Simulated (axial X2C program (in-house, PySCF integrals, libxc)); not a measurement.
**Correcting the dissociation energy of InH for spin–orbit coupling**

A spin-free CCSD(T) curve (one-electron X2C) was computed with an axial X2C code built on PySCF integrals, basis In dyall-cv3z [11s12p9d4f1g], H dyall-v3z [6s2p1d] (cores contracted in-house), for the state M_S = 0, Λ = 0 (closed shell). It gives D0 = 2.655 eV to In + H, which in a spin-free picture are the weighted means of the ground terms.

Correlated methods: 14 electrons correlated (number of frozen shells: In 4 s, 3 p, 1 d; H none), 192 virtual spin orbitals or spinors in MP2, 108 natural virtuals in coupled cluster.

Measured levels of the ground terms (NIST Handbook of Basic Atomic Spectroscopic Data), in cm⁻¹: In 2P: J = 1/2 at 0, J = 3/2 at 2212.6; H 2S: J = 1/2 at 0.

The molecular state has Λ = 0, so it has no first-order lowering.

Question: How far does each ground level lie under the (2J+1)-weighted mean of its term?

Answer: In: (2 × 0 + 4 × 2212.6)/6 = 1475 cm⁻¹; H: a single level, 0.

Question: Correct D0.

Answer: D0 = 2.655 + (0 − 1475)/8065.5 = 2.472 eV at CCSD(T) with these spin–orbit terms. The direct two-component run gives 2.493 eV; the difference holds second-order terms in the molecule, scalar two-electron terms, the gap between measured and computed atomic splittings (a 2c atom can miss part of its lowering) and, in coupled cluster, the truncation of each run.

Second-order spin–orbit effects in the molecule, which grow quickly with Z, are left out. Occupations by symmetry block were frozen at the best pattern of an incomplete PBE0 search. Dissociation energies refer to the lowest single-determinant-based atoms at the same level and basis. Coupled cluster ran in a truncated set of natural virtual spinors; the MP2 energy of the rest was added. (T) has no such correction and the atoms are truncated less, which lowers De at CCSD(T) by a hundredth of an eV or more.
